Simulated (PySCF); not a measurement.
C6H10N2.
Atom-mapped SMILES: `[CH3:1][CH2:2][CH2:3][n:4]1[cH:5][cH:6][cH:7][n:8]1`

Probes without a nucleus sit at each ring's centroid and 1 Å off its mean plane on both sides; NICS is minus the shielding there, NICSzz its component along the normal. Level: GIAO PBE0/pcSseg-1 (PySCF, non-relativistic, gas phase) on the GFN2-xTB geometry, one conformer.

Ring bond lengths (Å), with Mayer bond orders in brackets: N4–C5 1.348 (1.14), C5–C6 1.375 (1.45), C6–C7 1.401 (1.34), C7–N8 1.319 (1.51), N8–N4 1.328 (1.21).

Q: Give the NICS values of each ring in ppm.

A: 
```json
{"ring": "N4–C5–C6–C7–N8", "type": "5-membered ring with 2 N; formal bonds all aromatic", "NICS(0)": "-13.6", "NICS(1), two faces": "-11.8 / -12.2", "NICS(1)zz, two faces": "-30.9 / -32.6", "rms pucker (Å)": "0.00", "centre to ring atoms, mean (Å)": "1.15"}
```

Q: What can be read from them?

A: 
- N4–C5–C6–C7–N8: mean NICS(1)zz -31.8 ppm, shielded, aromatic by this magnetic criterion (flat ring, no four-coordinate atom).

Q: How equal are the bonds by HOMA? HOMA takes Krygowski's 1993 parameters.

A: 
- N4–C5–C6–C7–N8: HOMA 0.97; the largest term is that of N8–N4, α(R − Ropt)² = 0.05. The geometric and the magnetic index point the same way.

Q: List the ring angles and the Hirshfeld charges of the ring atoms.

A: 
- N4–C5–C6–C7–N8: N4 111.7° (+0.048 e), C5 107.0° (-0.026 e), C6 104.3° (-0.106 e), C7 110.9° (-0.035 e), N8 106.2° (-0.139 e); sum 540.0° against 540° for a flat convex ring.

Shape of the structure used: `[CH3:1][CH2:2][CH2:3][n:4]1[cH:5][cH:6][cH:7][n:8]1`: C1–C2–C3–N4 69°, C2–C3–N4–C5 84°.
